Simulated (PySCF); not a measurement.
## How the method changes the constants of LiHg

State: ²Σ⁺ (doublet), unpaired electrons σ ↑. Set-up: PySCF, scalar-relativistic core potentials, basis sets Li cc-pVDZ, Hg cc-pVDZ-PP with ECP60. De refers to Li + Hg in their ground configurations, without counterpoise correction. The functionals are run spin-unrestricted. A positive dipole means Li(−)Hg(+). Levels whose curve was spin-contaminated or gave no clean fit are not listed.

| Level | Re (Å) | ωe (cm⁻¹) | De (eV) | μ (D) | CPU s a point (SCF and correlation, without the integrals) |
| --- | --- | --- | --- | --- | --- |
| UHF-MP2 | 3.255 | 83.1 | 0.067 | n/a | 0.23 |
| UHF-SCS-MP2 | 3.417 | 61.9 | 0.041 | n/a | n/a |
| PBE | 2.975 | 156 | 0.186 | -0.34 | 0.42 |
| BP86 | 2.973 | 158 | 0.189 | -0.56 | 0.28 |
| r²SCAN | 2.954 | 163 | 0.231 | -0.88 | 0.56 |
| PBE0 | 3.019 | 143 | 0.150 | -0.30 | 0.78 |
| M06 | 3.055 | 163 | 0.167 | -0.52 | 1.1 |
| MN15 | 2.821 | 233 | 0.476 | -2.21 | 0.61 |
| CAM-B3LYP | 2.993 | 141 | 0.111 | -0.45 | 0.78 |

(1) What does a quarter of exact exchange do here, going from PBE to PBE0?

Correlated steps freeze no core orbitals. The bond is weak. Basis-set superposition, not corrected here, can be much of De in a small basis, most of all at correlated wavefunction levels. Functionals without a dispersion term scatter widely for such bonds, and LDA overbinds them. Spin–orbit coupling is left out. The state was picked by a PBE0 search and need not be the measured ground state.

The whole job (state search and all levels along the bond) took about 2.6 min on 1 thread of Intel Xeon Platinum 8488C (shared host), peak memory 0.67 GiB.

Results:

(1) PBE0 less PBE: +4.4 pm in Re, -8.3 % in ωe, -0.04 eV in De. Exact exchange removes part of the self-interaction that spreads semilocal densities, and in most molecules shortens and stiffens the bond and lowers De; here Re and ωe go the other way.
